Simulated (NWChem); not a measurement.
System: C₃H₂Cl₂; SMILES C=C=C(Cl)Cl

NWChem input:

```
start job
memory heap 200 mb stack 900 mb global 1100 mb
geometry units angstroms noautosym nocenter noautoz
  C      0.000000     0.000000     2.648199
  C      0.000000     0.000000     1.332321
  C      0.000000     0.000000     0.014311
  Cl     0.000000     1.472458    -0.919007
  Cl     0.000000    -1.472458    -0.919007
  H     -0.941791     0.000000     3.226977
  H      0.941791     0.000000     3.226977
end
basis spherical
  * library def2-svp
end
dft
  xc b3lyp
  iterations 150
end
cosmo
  do_cosmo_smd true
  solvent dmf
end
task dft energy
```

Parts of the log:

```
             Northwest Computational Chemistry Package (NWChem) 7.3.0
             --------------------------------------------------------

                             Geometry "geometry" -> ""
                             -------------------------

 Output coordinates in angstroms (scale by  1.889725989 to convert to a.u.)

  No.       Tag          Charge          X              Y              Z
 ---- ---------------- ---------- -------------- -------------- --------------
    1 C                    6.0000     0.00000000     0.00000000     2.64819900
    2 C                    6.0000     0.00000000     0.00000000     1.33232100
    3 C                    6.0000     0.00000000     0.00000000     0.01431100
    4 Cl                  17.0000     0.00000000     1.47245800    -0.91900700
    5 Cl                  17.0000     0.00000000    -1.47245800    -0.91900700
    6 H                    1.0000    -0.94179100     0.00000000     3.22697700
    7 H                    1.0000     0.94179100     0.00000000     3.22697700

 Effective nuclear repulsion energy (a.u.)     237.0413282900

                                 NWChem DFT Module
                                 -----------------

 Summary of "ao basis" -> "ao basis" (spherical)
 ------------------------------------------------------------------------------
       Tag                 Description            Shells   Functions and Types
 ---------------- ------------------------------  ------  ---------------------
 C                          def2-svp                 6       14   3s2p1d
 Cl                         def2-svp                 8       18   4s3p1d
 H                          def2-svp                 3        5   2s1p

 in cosmo_initialize ...
 calling solv_data for solv:dmf

 solvent parameters
 solvname_short: dmf
 solvname_long:  N,N-dimethylformamide
 dielec:       37.2190
 dielecinf:     2.0463
 nonaqueous SMD model solvent descriptors
 dielec:       37.2190
 sola:          0.0000
 solb:          0.7400
 solc:          0.0000
 solg:         49.5600
 solh:          0.0000
 soln:          1.4305

          ---------------
          -cosmo- solvent
          ---------------
 Cosmo: York-Karplus, doi: 10.1021/jp992097l
 dielectric constant -eps-     =  37.22
 screen = (eps-1)/(eps    )    =   0.97313
 surface charge correction     = lagrangian

   van der Waals surface
 --------------------------

 ---------- ATOMIC COORDINATES (A.U.) ------------ VDWR(ANG.) --
     1    0.00000000    0.00000000    5.00437047     1.850
     2    0.00000000    0.00000000    2.51772162     1.850
     3    0.00000000    0.00000000    0.02704387     1.850
     4    0.00000000    2.78254215   -1.73667141     2.380
     5    0.00000000   -2.78254215   -1.73667141     2.380
     6   -1.77972693    0.00000000    6.09810230     1.200
     7    1.77972693    0.00000000    6.09810230     1.200
 number of segments per atom =        128
 number of   points per atom =        128
 atom (   nspa,  nppa )
 ----------------------
    1 (     72,     0 )       0
    2 (     40,     0 )       0
    3 (     12,     0 )       0
    4 (     94,     0 )       0
    5 (     94,     0 )       0
    6 (     56,     0 )       0
    7 (     56,     0 )       0
 number of -cosmo- surface points =      424
 molecular surface =    153.398 angstrom**2
 molecular volume  =    131.674 angstrom**3
 -lineq- algorithm             =   0
 -bem- low  level              =   3
 -bem- from -octahedral-
 gaussian surface charge width =   4.50000
 degree of switching           =   1.00000
 switching function tolerance  =   0.00010
 atomic radii =
 --------------
    1  6.000  1.850
    2  6.000  1.850
    3  6.000  1.850
    4 17.000  2.380
    5 17.000  2.380
    6  1.000  1.200
    7  1.000  1.200
 ...... end of -cosmo- initialization ......

 nat:                     7
 ixmem:                  2814
 calling mnsol_interface()
 G(SMD-CDS) energy (kcal/mol)  =    -0.295
 SMD-CDS SASA (angstrom**2)    =   144.914

[...]

                                COSMO-SMD solvation results
                                ---------------------------

             internal energy in gas <Psi(g)|H|Psi(g)> =     -1035.495443643709
         internal energy in solvent <Psi(s)|H|Psi(s)> =     -1035.494533946613
                               delta internal energy  =         0.000909697096 (    0.57 kcal/mol)
   total free energy in solvent <Psi(s)|H+V/2|Psi(s)> =     -1035.498922643645
 polarization energy contribution <Psi(s)|V/2|Psi(s)> =        -0.004388697032 (   -2.75 kcal/mol)
    total free energy in solvent including G(SMD-CDS) =     -1035.499392829287
                       G(SMD-CDS) energy contribution =        -0.000470185642 (   -0.30 kcal/mol)
     1 M fixed-concentration free energy of solvation =        -0.003949185579 (   -2.48 kcal/mol)

                       DFT Final Molecular Orbital Analysis
                       ------------------------------------

 Vector   25  Occ=2.000000D+00  E=-3.246243D-01
              MO Center= -3.9D-10,  2.4D-08, -3.4D-01, r^2= 4.1D+00
   Bfn.  Coefficient  Atom+Function         Bfn.  Coefficient  Atom+Function
  ----- ------------  ---------------      ----- ------------  ---------------
    54      0.349797  4 Cl py                72      0.349797  5 Cl py
    51      0.274163  4 Cl py                69      0.274163  5 Cl py
    55      0.232647  4 Cl pz                73     -0.232647  5 Cl pz
    19      0.187393  2 C  py                52      0.172004  4 Cl pz
    70     -0.172004  5 Cl pz                 5      0.163653  1 C  py

 Vector   26  Occ=2.000000D+00  E=-2.928411D-01
              MO Center= -5.6D-11,  2.3D-09,  1.2D+00, r^2= 3.8D+00
   Bfn.  Coefficient  Atom+Function         Bfn.  Coefficient  Atom+Function
  ----- ------------  ---------------      ----- ------------  ---------------
     5      0.376468  1 C  py                19      0.359482  2 C  py
    55     -0.255532  4 Cl pz                73      0.255532  5 Cl pz
     8      0.246071  1 C  py                22      0.205759  2 C  py
    52     -0.193593  4 Cl pz                70      0.193593  5 Cl pz
    49     -0.110128  4 Cl pz                67      0.110128  5 Cl pz

 Vector   27  Occ=2.000000D+00  E=-2.542432D-01
              MO Center= -1.8D-09,  2.1D-09,  3.3D-01, r^2= 3.5D+00
   Bfn.  Coefficient  Atom+Function         Bfn.  Coefficient  Atom+Function
  ----- ------------  ---------------      ----- ------------  ---------------
    18      0.360221  2 C  px                32      0.344607  3 C  px
    53     -0.330030  4 Cl px                71     -0.330030  5 Cl px
    21      0.243740  2 C  px                50     -0.221441  4 Cl px
    68     -0.221441  5 Cl px                35      0.205696  3 C  px
    79      0.131132  6 H  s                 84     -0.131132  7 H  s

 Vector   28  Occ=0.000000D+00  E=-4.133625D-02
              MO Center= -2.0D-11, -1.6D-09,  1.4D+00, r^2= 3.6D+00
   Bfn.  Coefficient  Atom+Function         Bfn.  Coefficient  Atom+Function
  ----- ------------  ---------------      ----- ------------  ---------------
     8      0.509097  1 C  py                 5      0.406708  1 C  py
    19     -0.366584  2 C  py                22     -0.349404  2 C  py
    36     -0.350380  3 C  py                55      0.271670  4 Cl pz
    73     -0.271670  5 Cl pz                33     -0.260399  3 C  py
    54     -0.214589  4 Cl py                72     -0.214589  5 Cl py

 Vector   29  Occ=0.000000D+00  E=-9.909752D-03
              MO Center=  1.7D-09,  2.0D-10,  9.5D-01, r^2= 3.2D+00
   Bfn.  Coefficient  Atom+Function         Bfn.  Coefficient  Atom+Function
  ----- ------------  ---------------      ----- ------------  ---------------
    35     -0.574979  3 C  px                21      0.567877  2 C  px
    32     -0.451109  3 C  px                18      0.446534  2 C  px
    80      0.339651  6 H  s                 85     -0.339651  7 H  s
    53      0.215994  4 Cl px                71      0.215994  5 Cl px
    79      0.169814  6 H  s                 84     -0.169814  7 H  s

 Vector   30  Occ=0.000000D+00  E= 1.451692D-02
              MO Center= -1.6D-09, -1.4D-09, -6.6D-01, r^2= 2.8D+00
   Bfn.  Coefficient  Atom+Function         Bfn.  Coefficient  Atom+Function
  ----- ------------  ---------------      ----- ------------  ---------------
    31      0.957569  3 C  s                 54      0.636548  4 Cl py
    72     -0.636548  5 Cl py                30      0.556069  3 C  s
    37     -0.495925  3 C  pz                46     -0.467230  4 Cl s
    64     -0.467230  5 Cl s                 34     -0.347406  3 C  pz
    17     -0.341873  2 C  s                  3      0.298314  1 C  s

     Multipole analysis of the density
     ---------------------------------

     L   x y z        total         alpha         beta         nuclear
     -   - - -        -----         -----         ----         -------
     0   0 0 0     -0.000000    -27.000000    -27.000000     54.000000

     1   1 0 0     -0.000000     -0.000000     -0.000000      0.000000
     1   0 1 0     -0.000000     -0.000000     -0.000000      0.000000
     1   0 0 1      1.012354      1.284081      1.284081     -1.555808

     2   2 0 0    -30.867218    -18.601037    -18.601037      6.334856
     2   1 1 0      0.000000      0.000000      0.000000      0.000000
     2   1 0 1      0.000000      0.000000      0.000000      0.000000
     2   0 2 0    -32.002143   -147.624265   -147.624265    263.246388
     2   0 1 1      0.000000      0.000000      0.000000      0.000000
     2   0 0 2    -25.150003   -195.184454   -195.184454    365.218906
```

Level: B3LYP/def2-SVP, SMD on the gas-phase geometry. The geometry was optimised at PBE-D3(BJ)/def2-SVP. B3LYP is NWChem's, with the RPA form of VWN correlation. Solvent: N,N-dimethylformamide.
